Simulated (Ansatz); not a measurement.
Start from `CBS` and change one atom or group to get `CBI`.

Ansatz, PBE0-D4/def2-TZVP geometries, multiplicity 1. Each molecule was computed in one conformer, which needn't be the lowest.

Elements past krypton have def2 core potentials.  Spin–orbit coupling is left out; it splits and shifts lone-pair levels of the heavy atoms by tenths of an eV.

```tsv
property	`CBS`
size of the dipole moment (B3LYP/def2-TZVPP) / D	0.53
HOMO energy (PBE0/def2-TZVPP) / eV	-8.10
ideal-gas entropy at 298 K and 1 bar (rigid rotor, harmonic PBE0-D4/def2-TZVP) / J/(mol·K)	286
zero-point energy (PBE0-D4/def2-TZVP) / kJ/mol	154.9
HOMO energy (B3LYP/def2-TZVPP) / eV	-7.85
LUMO energy (PBE/def2-TZVPP) / eV	-1.72
```

(1) What does the change do to each property? (Best estimate.)

Results:

(1) Ansatz gave: 
| property | `CBI` | shift |
| --- | --- | --- |
| size of the dipole moment (B3LYP/def2-TZVPP) / D | 1.42 | 0.89 |
| HOMO energy (PBE0/def2-TZVPP) / eV | -7.37 | 0.73 |
| ideal-gas entropy at 298 K and 1 bar (rigid rotor, harmonic PBE0-D4/def2-TZVP) / J/(mol·K) | 308 | 22 |
| zero-point energy (PBE0-D4/def2-TZVP) / kJ/mol | 128.1 | -26.8 |
| HOMO energy (B3LYP/def2-TZVPP) / eV | -7.14 | 0.71 |
| LUMO energy (PBE/def2-TZVPP) / eV | -2.54 | -0.82 |

With PBE0 the HOMO rises by 0.73 eV and the LUMO falls by 0.86 eV, so the gap narrows by about 1.59 eV. PBE moves the HOMO by 0.69 eV and ωB97M-V by 0.77 eV. The zero-point energy changes by -26.8 kJ/mol with -3 modes. Dipoles are sizes alone; their direction can turn. Modes under 60 cm⁻¹, often nearly free rotors, make the harmonic entropy too high.

B3LYP here is the variant with VWN-RPA as its local correlation; programs differ in this.
